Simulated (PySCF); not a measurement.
# Selenium: a sound run and one with changed settings

Sound run: Se⁺ [Ar] 3d10 4s2 4p3, Se²⁺ [Ar] 3d10 4s2 4p2. Computed with PySCF 2.14 in cc-pVTZ-PP with ECP10MDF (5s4p3d1f, 39 functions), with scalar relativity through the core potential. In the sound run the correlated levels freeze 3s2 3p6 3d10 outside the core potential. The sound run starts from symmetry-adapted Hartree-Fock orbitals and uses a fine grid where one is needed.

A second run was set up differently.

```
species   method  sound run (hartree)  changed run (hartree)  converged
    Se⁺      UHF           -371.54804             -371.54804        yes
    Se⁺     BP86           -372.92172             -372.92172        yes
    Se⁺    M06-L           -372.81030             -372.81030        yes
    Se⁺      MP2           -371.62358             -371.57759        yes
    Se⁺  CCSD(T)           -371.64077             -371.64077        yes
   Se²⁺      UHF           -370.78217             -370.78217        yes
   Se²⁺     BP86           -372.13832             -372.13832        yes
   Se²⁺    M06-L           -372.03664             -372.03664        yes
   Se²⁺      MP2           -370.83917             -370.80460        yes
   Se²⁺  CCSD(T)           -370.85660             -370.85660        yes
```

Ionisation energy of Se⁺:

| method | sound run (eV) | changed run (eV) |
| --- | --- | --- |
| UHF | 20.840 | 20.840 |
| BP86 | 21.317 | 21.317 |
| M06-L | 21.052 | 21.052 |
| MP2 | 21.345 | 21.034 |
| SCS-MP2 | 21.194 | 20.976 |
| CCSD | 21.310 | 21.310 |
| CCSD(T) | 21.338 | 21.338 |

Problem. What was changed?
A. radial grid too coarse
B. too few SCF iterations
C. basis contracted for another Hamiltonian
D. level shift left on

Solution. D. It used initial guess minao, at most 50 SCF cycles, level shift 2.0 hartree. A level shift leaves the converged SCF energy unchanged but raises the virtual orbital energies, which shrinks MP2 if it is not removed.
